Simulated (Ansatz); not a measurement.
Consider the ligand exchange at the Si–O bond: `C[SiH](O)F` + H₂Se → `C[SiH](F)[SeH]` + H₂O.

Program: Ansatz. Geometries: PBE0-D4/def2-TZVP. ΔE: electronic, gas phase. CBS: MP2 limit from def2 TZ/QZ plus the TZ coupled-cluster correction, frozen cores. This one scheme is used for every species. Functionals use def2-TZVPP. For Se outer-core shells are correlated without core-valence functions, which leaves a few kJ/mol of doubt a bond. Scalar relativity is left out up to krypton. Each species was taken in one conformer, which may not be the lowest.

`C[SiH](O)F`:

Cartesian coordinates in Å:
```
C 1.147 0.058 0.126
Si -0.635 0.296 -0.315
O -1.537 -1.048 -0.093
F -1.194 1.481 0.606
H 1.710 0.979 -0.043
H 1.593 -0.731 -0.485
H 1.264 -0.217 1.178
H -0.852 0.685 -1.723
H -1.496 -1.501 0.750
```

H₂Se:

Cartesian coordinates in Å:
```
Se -0.138 0.028 -0.670
H -0.786 -0.600 0.486
H 0.924 0.572 0.183
```

`C[SiH](F)[SeH]`:

Cartesian coordinates in Å:
```
C 0.780 0.727 -0.487
Si -0.598 -0.495 -0.295
F -0.025 -1.938 -0.689
Se -1.460 -0.515 1.802
H 0.422 1.738 -0.284
H 1.596 0.505 0.204
H 1.175 0.693 -1.506
H -1.758 -0.227 -1.176
H -0.132 -0.487 2.429
```

H₂O:

Z-matrix (Å, degrees):
```
O
H 1 0.960
H 1 0.960 2 105.1
```

```csv
level,ΔE (kJ/mol),difference from CCSD(T)/CBS
LDA (SPW92),43.1,1.5
BLYP-D4,45.6,4.0
PBE0-D4,36.8,-4.8
ωB97M-V,48.0,6.4
PBE,37.7,-3.9
BLYP,52.5,10.9
r2SCAN,46.5,4.9
r2SCAN0,46.8,5.2
BHLYP,58.4,16.8
CAM-B3LYP,59.3,17.7
RPA@PBE/def2-TZVPP,50.5,8.9
SCS-MP2/def2-TZVPP,49.8,8.2
CCSD(T)/def2-TZVPP,48.5,6.9
MP2/def2-QZVPP,40.2,-1.4
SCS-MP2/def2-QZVPP,46.5,4.9
HF/CBS(def2),65.4,23.8
CCSD(T)/CBS,41.6,0
```

Largest T1 diagnostic among the species: 0.011.

The D4 term adds −6.1 kJ/mol with B3LYP and −3.3 kJ/mol with PBE0; it sums over pairs of atoms, weighted by their polarisabilities, and B3LYP, whose exchange is more repulsive, gets the larger term. At CCSD(T), def2-SVP lies +10.3 kJ/mol from the extrapolated value and def2-TZVPP +6.9 kJ/mol. Leaving LDA and LC-ωPBE aside and taking each functional with its dispersion term where it has one, the values, not all of them listed here, spread over 23.1 kJ/mol, from revPBE-D4 to CAM-B3LYP-D4. LDA lies +5.4 kJ/mol from PBE without D4.

B3LYP here is the variant with VWN-RPA as its local correlation; programs differ in this.
